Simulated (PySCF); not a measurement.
The vertical singlet excitations below were computed for one of the candidates. Level of theory: TDDFT PBE0/def2-SVPD, vertical, gas phase, core orbitals frozen in the response in PySCF 2.14.0, density-fitted response routines. Geometries: GFN2-xTB, one conformer each.

| state | ν̃ (cm⁻¹) | f | main configurations (H = HOMO, L = LUMO) |
| --- | --- | --- | --- |
| S1 | 46680 | 0.013 | H→L (93%) |
| S2 | 49920 | 0.0002 | H→L+1 (89%) |
| S3 | 51620 | 0.0053 | H-1→L (58%), H→L+2 (41%) |
| S4 | 53960 | 0.0000 | H→L+3 (62%), H-1→L+1 (23%) |
| S5 | 56030 | 0.0061 | H-1→L+1 (64%), H→L+3 (23%) |
| S6 | 56420 | 0.206 | H→L+2 (37%), H-1→L+2 (33%), H-1→L (19%) |
| S7 | 58240 | 0.0003 | H-2→L (66%), H→L+4 (28%) |
| S8 | 58310 | 0.0011 | H→L+4 (65%), H-2→L (28%) |

Triplets computed (Tamm–Dancoff): 4.15, 4.42, 5.86 eV.

Orbital energies (eV): HOMO-3 -9.48, HOMO-2 -8.71, HOMO-1 -7.56, HOMO -6.91, LUMO -0.04, LUMO+1 0.55, LUMO+2 0.65.

Question: Which structure fits?
A. `C1CC1C[SiH2]Cl`
B. `C1=CCC=C(C1)Cl`
C. `ClC(=C)/C=C\C=C\F`

Answer: B. Its S1 lies at 5.79 eV; the nearest of the others has S1 at 4.70 eV. S1 is HOMO→LUMO (93%). Löwdin shares by element: HOMO carbon 50% or more, chlorine 15% (atoms not listed hold the other 35%); LUMO carbon 68% or more (atoms not listed hold the other 31%). At the same level the other candidates give, for their lowest levels:
- `C=C(Cl)/C=C\C=C\F`: 4.70 eV (f 0.848); 5.48 eV (f 0.004); 5.79 eV (f 0.000); 5.89 eV (f 0.000); 6.21 eV (f 0.029); T1 2.45 eV; HOMO -6.49, LUMO -1.73 eV
- `Cl[SiH2]CC1CC1`: 6.90 eV (f 0.004); 7.32 eV (f 0.020); 7.69 eV (f 0.011); 7.78 eV (f 0.048); 7.82 eV (f 0.008); T1 6.67 eV; HOMO -7.76, LUMO 0.31 eV
